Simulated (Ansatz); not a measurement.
Born–Oppenheimer molecular dynamics of ClGaH$_{2}$ (4 atoms, charge 0, multiplicity 1). It starts from a relaxed structure.

These are results of RKS B3LYP/def2-SVP in Ansatz 0.2.0, not measurements.

```json
{
  "ensemble": "NVT, Langevin thermostat",
  "time step": "3 fs",
  "steps asked": "40",
  "set temperature": "200 K",
  "friction": "0.001 /fs",
  "seed": "533396"
}
```

Frames 3 fs apart, positions in Å.

Velocities at 0.0 fs (Å/ps):

```
Ga 1.49 0.00 -0.07
Cl -2.09 -0.27 0.77
H -27.83 9.45 -15.56
H -1.44 0.13 -6.81
```

```xyz
4
Properties=species:S:1:pos:R:3 time_fs=0.0 energy_less_start_eV=0.000 T=150
Ga 0.000 0.000 -0.042
Cl 0.000 0.000 2.128
H 1.413 0.000 -0.708
H -1.413 0.000 -0.708
4
Properties=species:S:1:pos:R:3 time_fs=3.0 energy_less_start_eV=0.038 T=104
Ga 0.004 0.000 -0.042
Cl -0.007 -0.001 2.131
H 1.328 0.030 -0.752
H -1.420 0.003 -0.730
4
Properties=species:S:1:pos:R:3 time_fs=6.0 energy_less_start_eV=0.033 T=110
Ga 0.007 0.000 -0.043
Cl -0.013 -0.002 2.133
H 1.322 0.062 -0.826
H -1.416 0.008 -0.737
4
Properties=species:S:1:pos:R:3 time_fs=9.0 energy_less_start_eV=0.049 T=78
Ga 0.010 -0.001 -0.043
Cl -0.020 -0.004 2.135
H 1.359 0.095 -0.903
H -1.398 0.012 -0.725
4
Properties=species:S:1:pos:R:3 time_fs=12.0 energy_less_start_eV=0.076 T=34
Ga 0.013 -0.002 -0.043
Cl -0.026 -0.006 2.135
H 1.369 0.119 -0.935
H -1.389 0.011 -0.705
4
Properties=species:S:1:pos:R:3 time_fs=15.0 energy_less_start_eV=0.048 T=73
Ga 0.017 -0.001 -0.045
Cl -0.030 -0.008 2.134
H 1.336 0.130 -0.907
H -1.402 0.000 -0.688
4
Properties=species:S:1:pos:R:3 time_fs=18.0 energy_less_start_eV=0.055 T=69
Ga 0.022 -0.001 -0.047
Cl -0.035 -0.010 2.132
H 1.300 0.129 -0.846
H -1.425 -0.020 -0.670
4
Properties=species:S:1:pos:R:3 time_fs=21.0 energy_less_start_eV=0.041 T=91
Ga 0.025 0.001 -0.049
Cl -0.038 -0.012 2.130
H 1.334 0.127 -0.803
H -1.438 -0.045 -0.647
4
Properties=species:S:1:pos:R:3 time_fs=24.0 energy_less_start_eV=0.024 T=118
Ga 0.027 0.002 -0.050
Cl -0.042 -0.015 2.129
H 1.430 0.126 -0.781
H -1.432 -0.074 -0.623
4
Properties=species:S:1:pos:R:3 time_fs=27.0 energy_less_start_eV=0.051 T=82
Ga 0.029 0.003 -0.051
Cl -0.045 -0.017 2.127
H 1.500 0.117 -0.740
H -1.414 -0.103 -0.609
4
Properties=species:S:1:pos:R:3 time_fs=30.0 energy_less_start_eV=0.032 T=104
Ga 0.033 0.004 -0.053
Cl -0.048 -0.020 2.124
H 1.500 0.104 -0.673
H -1.400 -0.133 -0.620
4
Properties=species:S:1:pos:R:3 time_fs=33.0 energy_less_start_eV=0.033 T=108
Ga 0.038 0.005 -0.055
Cl -0.051 -0.023 2.121
H 1.456 0.096 -0.596
H -1.392 -0.161 -0.655
```

Of the whole run (120 fs, mean temperature of the second half 104 K): The mean temperature of the second half is 48 % below the set value. A step of 3 fs is long for free X–H stretches (periods near 10 fs) and can bias their spread and the temperature. A run of 0.12 ps of so small a system gives no equilibrium averages.

The run took 47 s on 1 thread of Arm Neoverse V2, with other jobs on the host, peak memory 0.11 GiB.
